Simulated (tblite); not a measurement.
Parent: `[CH3:1][O:2][SiH2:3][C:4]([CH3:5])=[C:6]([F:7])[F:8]` with C1–O2–Si3–C4 180°, O2–Si3–C4–C5 0°, C4H8F2OSi.

Computed geometry: GFN2-xTB, gas phase. One conformer each, not checked by frequencies here.

```csv
coordinate of the parent,value
C1–O2,1.395 Å
O2–Si3,1.618 Å
Si3–C4,1.883 Å
C4–C5,1.496 Å
C4=C6,1.315 Å
C6–F7,1.338 Å
C6–F8,1.338 Å
C1–O2–Si3,128.0°
O2–Si3–C4,100.8°
Si3–C4–C5,122.3°
Si3–C4–C6,116.7°
C5–C4–C6,121.1°
C4–C6–F7,126.9°
C4–C6–F8,124.7°
F7–C6–F8,108.4°
```

Question: In one relative the bonds that all share with the parent change as follows (parent's numbers): C1–O2 +0.009, O2–Si3 -0.012, Si3–C4 +0.032, C4–C6 +0.009, C6–F7 -0.009, C6–F8 -0.016 Å. Which is it?
A. `[CH3:1][O:2][SiH2:3][CH:4]=[C:5]([F:6])[F:7]` with C1–O2–Si3–C4 180°, O2–Si3–C4–C5 180°
B. `[CH3:1][O:2][SiH2:3][C:4]([CH:5]=[O:6])=[C:7]([F:8])[F:9]` with C1–O2–Si3–C4 74°, O2–Si3–C4–C5 -58°, Si3–C4–C5–O6 -2°

Answer: B. The changes in all of them (Å):

| SMILES | C1–O2 | O2–Si3 | Si3–C4 | C4–C6 | C6–F7 | C6–F8 |
| --- | --- | --- | --- | --- | --- | --- |
| CO[SiH2]C(C=O)=C(F)F | +0.009 | -0.012 | +0.032 | +0.009 | -0.009 | -0.016 |
| CO[SiH2]C=C(F)F | -0.001 | 0.000 | -0.008 | -0.005 | -0.004 | -0.006 |

Atoms are paired thus: CO[SiH2]C(C=O)=C(F)F: C1 = C1, O2 = O2, Si3 = Si3, C4 = C4, C5 = C5, C6 = C7, F7 = F8, F8 = F9; CO[SiH2]C=C(F)F: C1 = C1, O2 = O2, Si3 = Si3, C4 = C4, C6 = C5, F7 = F7, F8 = F6.
